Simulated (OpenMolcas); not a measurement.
An OpenMolcas run meant for C2+ (ANO-R1, X2C; inactive shells 1s; intended active space 2 electrons in 4 orbitals (2s 2p)). One step of its input:

```
&RASSCF
FileOrb=start.orb
Symmetry=1
Spin=3
nActEl=2 0 0
Inactive=1 0
Ras2=1 3
CIRoot=3 3 1
SDav=3
CIMx=300
Iter=86 100
PrWF=0.3
OrbListing=Nothing
MaxOrb=0
Atom
Thrs=1.0e-2 5.0e-1 5.0e-1
```

The run finished. Its levels beside those of a sound run (CASSCF), in cm-1 above each run's lowest level:

```csv
Level,This run,Usual run
2s2 1S0,0.0,0.0
2s 2p 3P* 0,45325,53481
2s 2p 3P* 1,45350,53506
2s 2p 3P* 2,45400,53556
2s 2p 1P* 1,105926,114082
2p2 3P0,131946,140102
2p2 3P1,131970,140126
2p2 3P2,132019,140175
2p2 1D2,148842,156998
2p2 1S0,187884,196980
```

Question: Which setting is unsound, and how much does it matter here?

Answer: The convergence thresholds are far too loose, so the orbitals stop early. Against the sound run the excited levels shown move by 8300 cm-1 on average and by 9100 cm-1 at most.

Levels of configurations outside the active space are missing.

* marks odd parity.
